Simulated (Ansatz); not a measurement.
`[CH3][InH][PH2]` + H₂ → `[CH3][InH2]` + PH₃  (hydrogenolysis of the In–P bond)

Isolated molecules relaxed with PBE0-D4/def2-TZVP in Ansatz; ΔE leaves out vibrations. CCSD(T)/CBS adds triple-zeta CCSD(T) − MP2 to the extrapolated MP2 energy (def2 sets, frozen cores). This one scheme is used for every species. DFT in def2-TZVPP. def2 core potentials past Kr. For In outer-core shells are correlated without core-valence functions, which leaves a few kJ/mol of doubt a bond. One conformer a species, not always the lowest.

```json
{"level": "r2SCANh", "ΔE (kJ/mol)": "41.3"}
{"level": "LC-ωPBE", "ΔE (kJ/mol)": "28.9"}
{"level": "CCSD/def2-SVP", "ΔE (kJ/mol)": "21.5"}
{"level": "MP2/def2-QZVPP", "ΔE (kJ/mol)": "52.1"}
```

(1) What does CCSD(T)/CBS give? (An estimate is asked.)

Largest T1 diagnostic among the species: 0.013.

## Answers

(1) Ansatz gave: +44.1 kJ/mol. The listed levels differ from it by -2.8, -15.2, -22.6, 8.0 kJ/mol.

The D4 term adds +7.3 kJ/mol with B3LYP and +4.1 kJ/mol with PBE0; it sums over pairs of atoms, weighted by their polarisabilities, and B3LYP, whose exchange is more repulsive, gets the larger term. From BLYP to BHLYP (50 % exact exchange), in def2-TZVPP and without D4, ΔE moves by −8.2 kJ/mol.

B3LYP here is the variant with VWN-RPA as its local correlation; programs differ in this.
